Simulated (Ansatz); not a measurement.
CF2 (SMILES F[C]F) at its CCSD(T)/cc-pVQZ minimum, average atomic masses, point group C2v.
(charge 0, multiplicity 1):
```tsv
atom	x (Å)	y (Å)	z (Å)
F	-1.0299	-0.1915	0.0000
C	-0.0007	0.6024	0.0000
F	1.0303	-0.1893	0.0000
```

Cores are frozen in the correlated methods.

Run with Ansatz (a quantum-chemistry and plane-wave program). Each number belongs to the level named beside it.

Harmonic frequencies (cm⁻¹): 674 1146 1250.

Problem. Work out the rotational constants, the zero-point energy, and the ideal-gas entropy and heat capacity at 298.15 K and 1 bar (rigid rotor, harmonic oscillator).

Solution. 
Principal moments 5.736, 40.320, 46.055 u Å² give 16.8576/I = 2.939, 0.4181, 0.3660 cm⁻¹. Zero point: Σω/2 = 1535 cm⁻¹ = 4.39 kcal/mol. Translation R(1.5 ln M + 2.5 ln T − 1.1517) with M = 50.008 u: 157.65 J/(mol K). Rotation with σ = 2: q = 3941.9, S = R(ln q + 3/2) = 81.31. Vibration, summed over R(u/(eᵘ − 1) − ln(1 − e⁻ᵘ)) with u = 1.43878ω/T: 1.77, of which the lowest mode gives 1.42. S° = 240.7 J/(mol K); C_p = 4R + 5.43 = 38.68 J/(mol K).

Doubts at one or more of the structures used: a restricted determinant that unrestricted orbitals would lower (CCSD(T)/cc-pVQZ).
